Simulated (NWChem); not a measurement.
Species: MnCl2, sextet; SMILES [Cl][Mn][Cl]

```xyz
3

Mn     0.0000     0.0000     0.0120
Cl     2.1865     0.0000    -0.0088
Cl    -2.1865     0.0000    -0.0088
```
Atoms are numbered in this order, from 1.

Program: NWChem. Pople sets run with spherical d functions. Spin-unrestricted. Structure relaxed at the PBE0/def2-SVP, spin-unrestricted level. No stability test was run on the SCF state. Total energies compare along this basis series because the functional is fixed.

```
level           basis functions  energy (Ha)  highest occupied level (eV)  lowest empty minus highest occupied level, either spin (eV)  dipole (D)  relative time
--------------  ---------------  -----------  ---------------------------  -----------------------------------------------------------  ----------  -------------
PBE/STO-3G                   36   -2048.5150                        -1.77                                                         0.30        0.06              1
PBE/3-21G                    53   -2060.8073                        -6.78                                                         2.17        0.10              1
PBE/6-31G*                   70   -2070.7369                        -6.79                                                         2.35        0.09              6
PBE/def2-TZVPD              140   -2070.9628                        -7.00                                                         2.43        0.07             20
```

Times are rough ratios from one shared machine.
